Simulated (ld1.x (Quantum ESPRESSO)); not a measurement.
## Transferability test, TM potential for gold (Au)

Au, norm-conserving Troullier–Martins (Kleinman–Bylander form), made with ld1.x (Quantum ESPRESSO) 7.5 (PBEsol, scalar-relativistic). Core [Xe] 4f14, reference 5d10 6s1 6p0. Waves: 6p (bound, empty): rc 3.60 bohr; 5d (bound): rc 1.50 bohr; 6s (bound): rc 2.05 bohr. Local part: the s channel. Core correction: none.

Energies are relative to the spin-unpolarised reference configuration 5d10 6s1 6p0; without spin polarisation the order of configurations can differ from experiment.

Give the all-electron excitation energy and the error of the potential for: 5d10 6s0 6p0; 5d9 6s0 6p0; 5d8 6s0 6p0; 5d9 6s1 6p0; 5d10 6s0 6p1; 5d10 6s0.5 6p0; 5d9 6s2 6p0.

```tsv
valence configuration	charge	ΔE all-electron (eV)	error AE − PS (meV)
5d10 6s0 6p0	+1	9.439	-8.3
5d9 6s0 6p0	+2	30.677	-45
5d8 6s0 6p0	+3	64.584	-253
5d9 6s1 6p0	+1	12.155	-41
5d10 6s0 6p1	0	5.340	+0.5
5d10 6s0.5 6p0	+0.5	3.791	-2.7
5d9 6s2 6p0	0	1.673	-54
```

ld1.x printed “convergence not achieved” for 3 of the counted tests; their residual had stalled under 1e-8, short of the target of 1e-14.
